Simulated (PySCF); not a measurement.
Computed shifts of a molecule C₅H₅Cl, PBE/pcSseg-1 run with PySCF, GIAO, gas phase, atoms alike by connectivity averaged where their shifts nearly agree, in ppm (number of nuclei): ¹³C: 150.4 (1), 141.5 (1), 137.4 (1), 136.1 (1), 53.1 (1). ¹H: 6.90 (1), 6.68 (1), 6.61 (1), 3.31 (2). References: ³⁵Cl against HCl (σ = 936.5 ppm); ¹³C against TMS (σ = 182.0 ppm); ¹H against TMS (σ = 31.49 ppm), references at their B3LYP-D3(BJ)/def2-TZVP geometries, non-relativistic (without spin–orbit terms, shifts of atoms bonded to Cl or Br come out too high). Coordinates come from a ωB97X-D3(BJ)/def2-SVP optimisation. One conformer was computed; it need not be the lowest.

### Question
Which molecule gave these data?
(A) C#C/C(C)=C/Cl
(B) ClC1=CC=CC1
(C) ClC1=CCC=C1
(D) CC#C/C=C\Cl

### Answer
B, ClC1=CC=CC1
